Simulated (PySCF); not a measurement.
Gas-phase XPS of `CN(C)BS[SiH3]`, computed

Species: C2H10BNSSi.
Bonds: C1–N2, N2–C3, N2–B4, B4–S5, S5–Si6. Hydrogens: H7, H8, H9 on C1; H10, H11, H12 on C3; H13 on B4; H14, H15, H16 on Si6.

Computed with delta-SCF UKS SCAN, pcX-2 on the ionised atom, pcseg-1 elsewhere, spin-free X2C in PySCF. Each binding energy is the total energy of the core-ionised species, with the hole localised on one atom, minus that of the ground state; both are solved self-consistently, so orbital relaxation is included.

**Question.** What binding energy does each computed site have?

**Answer.** 
| atom(s) | bonded to | level | binding energy (eV) | 2p1/2 (eV) | count |
| --- | --- | --- | --- | --- | --- |
| C1/C3 | N and 3 H | C 1s | 291.71 | – | 2 |
| N2 | 2 C and B | N 1s | 404.97 | – | 1 |
| B4 | N, S and H | B 1s | 195.47 | – | 1 |
| S5 | B and Si | S 2p3/2 | 168.34 | 169.57 | 1 |
| S5 | B and Si | S 1s | 2476.15 | – | 1 |
| Si6 | S and 3 H | Si 2p3/2 | 106.93 | 107.55 | 1 |
| Si6 | S and 3 H | Si 1s | 1846.75 | – | 1 |

**Question.** Which photon energy gives electrons from Si 2p3/2 of Si6 a kinetic energy of 50 eV, and what is their de Broglie wavelength?

**Answer.** hν = 106.93 + 50 = 156.93 eV, recoil neglected; λ = 12.264 Å/√(E/eV) = 1.73 Å.

One atom of each set of topologically equivalent atoms was ionised and stands for the set; in this conformer not all members are related by symmetry, and their own values weren't computed. Spin contamination (⟨S²⟩ against 0.75 for a pure doublet) is marked for B 1s of B4 (0.86), which makes this value less certain. Spin–orbit and ligand-field terms were added within each 2p shell after the spin-free SCF. 2p1/2 minus 2p3/2 (ligand field included): S 1.23 eV, Si 0.62 eV. Geometry: PBE0-D3(BJ)/def2-SVP, one conformer, isolated molecule.

Shape of the structure used: `[CH3:1][N:2]([CH3:3])[BH:4][S:5][SiH3:6]`: C1–N2–B4–S5 180°, N2–B4–S5–Si6 179°.
